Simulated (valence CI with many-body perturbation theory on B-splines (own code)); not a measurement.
E1 line list for Ag41+

Level of theory: relativistic CI+MBPT: four valence electrons over a frozen Dirac-Fock core [He], a basis of 11 s, 11 p, 9 d, 7 f, 5 g, 2 h, 1 i functions for each j, with the one-electron correlation potential Σ1 (screened to all orders), the two-electron term Σ2, the three-electron term Σ3, Breit, model QED; selected single and double excitations, second order for the rest (own B-spline code, finite nucleus).

No measured spectrum was set against this ion. As an estimate, large intervals hold to a few tenths of a per cent, small ones and those within an open d or f shell to about a per cent. Among the levels kept, up to 290 cm⁻¹ of a level comes from second order outside the variational space, and about a tenth of that is noise between levels of different J, which matters for small intervals.

Lines 201 to 244 of 244 in falling wavelength, among levels below 309.68 Ry, chosen from the strongest by gf and those to the six lowest levels. Wavelengths and rates use the calculated energies. Electric multipoles are in the length gauge, E1 and E2 with the static RPA response of the core. Weak lines are less certain than strong ones. Lines between different terms over intervals too small for the method are left out, as are lines whose strength nearly cancels. The highest levels of a list are the least certain.

Levels are named by their leading jj configuration (3d3/2^4 stands for four electrons in 3d with j = 3/2), which in mixed levels can hold well under half, so a name can repeat and another be missing. Letters in brackets count levels of one name in rising energy.

```
λ vac (Å)                           Upper                   Lower   A (s⁻¹)  log gf  Branch %
    3.218  (2s 2p1/2 2p3/2 3p1/2) J=2 [a]  (2s^2 2p1/2 2p3/2) J=1  9.29e+13   -0.14      85.6
    3.218          (2s^2 2p3/2 3d3/2) J=1  (2s^2 2p1/2 2p3/2) J=2  4.49e+13   -0.68      17.1
    3.213          (2s^2 2p3/2 3d3/2) J=2  (2s^2 2p1/2 2p3/2) J=1  4.61e+13   -0.45      33.7
    3.210          (2s^2 2p3/2 3d5/2) J=2  (2s^2 2p1/2 2p3/2) J=2  1.52e+13   -0.93       7.5
    3.210      (2s 2p1/2 2p3/2 3p1/2) J=3  (2s^2 2p1/2 2p3/2) J=2  3.77e+12   -1.39      35.7
    3.209  (2s 2p1/2 2p3/2 3d5/2) J=1 [b]  (2s 2p1/2^2 2p3/2) J=2  8.86e+11   -2.39       0.4
    3.207          (2s^2 2p3/2 3d3/2) J=1  (2s^2 2p1/2 2p3/2) J=1  1.64e+14   -0.12      62.4
    3.206          (2s^2 2p3/2 3d3/2) J=0  (2s^2 2p1/2 2p3/2) J=1  2.17e+14   -0.48     100.0
    3.204          (2s 2p1/2^2 3p1/2) J=1      (2s^2 2p1/2^2) J=0  2.11e+12   -2.01      19.3
    3.203  (2s 2p1/2 2p3/2 3d3/2) J=3 [c]  (2s 2p1/2^2 2p3/2) J=2  2.17e+12   -1.63       9.7
    3.200          (2s^2 2p3/2 3d5/2) J=3  (2s^2 2p1/2 2p3/2) J=2  1.82e+13   -0.71       4.6
    3.199          (2s^2 2p3/2 3d5/2) J=2  (2s^2 2p1/2 2p3/2) J=1  5.28e+12   -1.39       2.6
    3.196  (2s 2p1/2 2p3/2 3p1/2) J=2 [b]  (2s^2 2p1/2 2p3/2) J=2  2.20e+13   -0.77      75.3
    3.190  (2s 2p1/2 2p3/2 3d3/2) J=2 [d]  (2s 2p1/2^2 2p3/2) J=2  1.65e+12   -1.90       0.5
    3.189  (2s 2p1/2 2p3/2 3p3/2) J=3 [a]  (2s^2 2p1/2 2p3/2) J=2  4.67e+12   -1.30      46.6
    3.185          (2s^2 2p3/2 3d5/2) J=1  (2s^2 2p1/2 2p3/2) J=1  3.14e+12   -1.84       1.2
    3.185  (2s 2p1/2 2p3/2 3p1/2) J=2 [b]  (2s^2 2p1/2 2p3/2) J=1  6.88e+12   -1.28      23.6
    3.184  (2s 2p1/2 2p3/2 3p3/2) J=1 [a]  (2s^2 2p1/2 2p3/2) J=2  1.14e+12   -2.28       2.2
    3.176  (2s 2p1/2 2p3/2 3p1/2) J=2 [c]  (2s^2 2p1/2 2p3/2) J=2  2.54e+13   -0.72      52.2
    3.175  (2s 2p1/2 2p3/2 3p1/2) J=1 [b]  (2s^2 2p1/2 2p3/2) J=2  6.17e+12   -1.55      17.6
    3.173  (2s 2p1/2 2p3/2 3p3/2) J=1 [a]  (2s^2 2p1/2 2p3/2) J=1  4.89e+13   -0.65      95.1
    3.166  (2s 2p1/2 2p3/2 3p3/2) J=2 [a]  (2s^2 2p1/2 2p3/2) J=1  3.43e+13   -0.59      93.3
    3.165  (2s 2p1/2 2p3/2 3p1/2) J=2 [c]  (2s^2 2p1/2 2p3/2) J=1  2.20e+13   -0.78      45.2
    3.164  (2s 2p1/2 2p3/2 3p1/2) J=1 [b]  (2s^2 2p1/2 2p3/2) J=1  2.39e+13   -0.97      68.4
    3.162  (2s 2p1/2 2p3/2 3p3/2) J=2 [b]  (2s^2 2p1/2 2p3/2) J=2  4.80e+13   -0.44      90.0
    3.157  (2s 2p1/2 2p3/2 3p3/2) J=0 [a]  (2s^2 2p1/2 2p3/2) J=1  1.21e+14   -0.74      99.4
    3.156  (2s 2p1/2 2p3/2 3p3/2) J=1 [b]  (2s^2 2p1/2 2p3/2) J=2  6.86e+13   -0.51      88.7
    3.155  (2s 2p1/2 2p3/2 3p1/2) J=1 [c]  (2s^2 2p1/2 2p3/2) J=2  5.15e+13   -0.64      90.3
    3.154  (2s 2p1/2 2p3/2 3p3/2) J=3 [b]  (2s^2 2p1/2 2p3/2) J=2  5.30e+13   -0.26      96.6
    3.151          (2s 2p1/2^2 3p3/2) J=1      (2s^2 2p1/2^2) J=0  8.84e+13   -0.40      99.1
    3.151  (2s 2p1/2 2p3/2 3p3/2) J=2 [b]  (2s^2 2p1/2 2p3/2) J=1  3.49e+12   -1.59       6.6
    3.145  (2s 2p1/2 2p3/2 3p3/2) J=1 [b]  (2s^2 2p1/2 2p3/2) J=1  6.57e+12   -1.53       8.5
    3.144  (2s 2p1/2 2p3/2 3p1/2) J=1 [c]  (2s^2 2p1/2 2p3/2) J=1  3.52e+12   -1.81       6.2
    3.130  (2s 2p1/2 2p3/2 3p3/2) J=2 [c]  (2s^2 2p1/2 2p3/2) J=2  8.62e+12   -1.20      26.3
    3.128  (2s 2p1/2 2p3/2 3p3/2) J=3 [c]  (2s^2 2p1/2 2p3/2) J=2  3.13e+13   -0.49      92.2
    3.122  (2s 2p1/2 2p3/2 3p3/2) J=1 [c]  (2s^2 2p1/2 2p3/2) J=2  1.92e+12   -2.07       5.5
    3.121  (2s 2p1/2 2p3/2 3p3/2) J=2 [d]  (2s^2 2p1/2 2p3/2) J=2  2.40e+13   -0.76      70.6
    3.119  (2s 2p1/2 2p3/2 3p3/2) J=2 [c]  (2s^2 2p1/2 2p3/2) J=1  2.26e+13   -0.78      69.0
    3.111  (2s 2p1/2 2p3/2 3p3/2) J=1 [c]  (2s^2 2p1/2 2p3/2) J=1  2.80e+13   -0.91      80.6
    3.111  (2s 2p1/2 2p3/2 3p3/2) J=2 [d]  (2s^2 2p1/2 2p3/2) J=1  8.74e+12   -1.20      25.7
    3.090          (2p1/2^2 2p3/2 3s) J=2  (2s^2 2p1/2 2p3/2) J=2  2.34e+12   -1.78      14.0
    3.084          (2p1/2^2 2p3/2 3s) J=1  (2s^2 2p1/2 2p3/2) J=2  3.08e+12   -1.88       8.6
    3.079          (2p1/2^2 2p3/2 3s) J=2  (2s^2 2p1/2 2p3/2) J=1  1.96e+12   -1.86      11.7
    3.073          (2p1/2^2 2p3/2 3s) J=1  (2s^2 2p1/2 2p3/2) J=1  1.12e+12   -2.32       3.1
```

(1) How does gf follow from A for the line at 3.164 Å?

Answers

(1) gf = 1.4992 × (2J+1)_upper × A / σ², with σ = 31603230 cm⁻¹ and 2J+1 = 3: gf = 0.108.
